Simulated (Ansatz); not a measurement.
`FC[SiH3]` and `FC[SiH2]BS` differ in one atom or group.

Ansatz, PBE0-D4/def2-TZVP geometries, multiplicity 1. Each molecule was computed in one conformer, which needn't be the lowest.

```json
{"property": "HOMO–LUMO gap (PBE/def2-TZVPP) / eV", "`FC[SiH3]`": "6.90"}
{"property": "LUMO energy (PBE/def2-TZVPP) / eV", "`FC[SiH3]`": "-0.31"}
{"property": "LUMO energy (B3LYP/def2-TZVPP) / eV", "`FC[SiH3]`": "0.25"}
{"property": "LUMO energy (ωB97M-V/def2-TZVPP) / eV", "`FC[SiH3]`": "2.03"}
{"property": "HOMO–LUMO gap (PBE0/def2-TZVPP) / eV", "`FC[SiH3]`": "9.24"}
{"property": "HOMO–LUMO gap (B3LYP/def2-TZVPP) / eV", "`FC[SiH3]`": "8.76"}
```

(1) What does the change do to each property? (Best estimate.)

Answers

(1) Ansatz gave: 
| property | `FC[SiH2]BS` | shift |
| --- | --- | --- |
| HOMO–LUMO gap (PBE/def2-TZVPP) / eV | 3.96 | -2.94 |
| LUMO energy (PBE/def2-TZVPP) / eV | -2.83 | -2.52 |
| LUMO energy (B3LYP/def2-TZVPP) / eV | -2.09 | -2.34 |
| LUMO energy (ωB97M-V/def2-TZVPP) / eV | 0.05 | -1.98 |
| HOMO–LUMO gap (PBE0/def2-TZVPP) / eV | 6.26 | -2.98 |
| HOMO–LUMO gap (B3LYP/def2-TZVPP) / eV | 5.91 | -2.85 |

With PBE0 the HOMO rises by 0.53 eV and the LUMO falls by 2.44 eV, so the gap narrows by about 2.97 eV. PBE moves the HOMO by 0.42 eV and ωB97M-V by 0.65 eV.

B3LYP here is the variant with VWN-RPA as its local correlation; programs differ in this.
